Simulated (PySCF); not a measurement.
NbOF₃, SMILES [O]=[Nb]([F])([F])[F], multiplicity 1. Geometry: PBE-D3(BJ)/def2-SVP. The spin state was assumed, not searched. The def2 effective core potentials stand for the cores of Nb; spin–orbit coupling is left out.

Method: PySCF with PBE-D3(BJ)/def2-SVP.

Harmonic wavenumbers (cm⁻¹): 163, 163, 196, 256, 256, 684, 717, 717, 1017. Rotational constants (GHz): 3.260, 3.260, 2.780; symmetry number 3.

Task: Work out the zero-point energy and the ideal-gas rigid-rotor harmonic-oscillator thermochemistry at 298.15 K and 1 atm.

Result: ZPE = ½ Σ hcν = ½ × 4167 cm⁻¹ = 24.92 kJ/mol. H − E(el) = 43.07 kJ/mol. Entropy in J/(mol K): translation 172.49, rotation 102.95, vibration 48.42, total 323.87. G − E(el) = -53.50 kJ/mol. Cp = 83.23 J/(mol K).
